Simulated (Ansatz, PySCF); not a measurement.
The pair A = C2H3N (SMILES CC#N) (first 6 atoms), B = CH5N (SMILES CN); geometry from B3LYP-D3(BJ)/def2-TZVP.
(charge 0, multiplicity 1):
```xyz
13

C      0.19250     1.30181     0.16282
C     -0.63659     0.10867     0.14241
N     -1.29260    -0.83564     0.16214
H     -0.28917     2.10573    -0.39425
H      0.32422     1.60197     1.20468
H      1.16360     1.09381    -0.28701
C      0.64718    -0.55261     3.53736
N     -0.36089     0.48987     3.33168
H      1.57001    -0.09768     3.90123
H      0.86613    -1.02917     2.58121
H      0.35531    -1.34047     4.24291
H     -0.60641     0.92912     4.21076
H     -1.20934     0.08273     2.95471
```

Cores are frozen in the correlated methods. Rows in 6-31G* carry no dispersion term and start afresh at each structure (6-31G* with six Cartesian d functions).

The values were computed with Ansatz (a program for electronic structure) with Gaussian orbitals; PySCF for 6-31G* rows. 

Total energies (hartree), monomers frozen at their geometry in the pair:

| structure | HF/aug-cc-pVDZ | B3LYP/6-31G* | CCSD(T)/aug-cc-pVDZ |
|---|---|---|---|
| AB | -227.1776294 | -228.6145513 | -228.0420356 |
| A in the pair's basis | -131.9436421 | -132.7552023 | -132.4210657 |
| B in the pair's basis | -95.2310466 | -95.8547889 | -95.6144799 |
| A | -131.9434460 | -132.7543724 | -132.4200348 |
| B | -95.2307016 | -95.8530032 | -95.6134039 |

Problem. Work out the interaction energy without and with the counterpoise correction, and the superposition error, for each level.

Solution. 
E(AB) − E(A) − E(B), times 627.509 kcal/mol, with the monomers in their own basis and then in the pair's basis:
- HF/aug-cc-pVDZ: -2.18 uncorrected, -1.85 corrected; the monomers gain 0.34 kcal/mol from borrowed functions
- B3LYP/6-31G*: -4.50 uncorrected, -2.86 corrected; the monomers gain 1.64 kcal/mol from borrowed functions
- CCSD(T)/aug-cc-pVDZ: -5.39 uncorrected, -4.07 corrected; the monomers gain 1.32 kcal/mol from borrowed functions
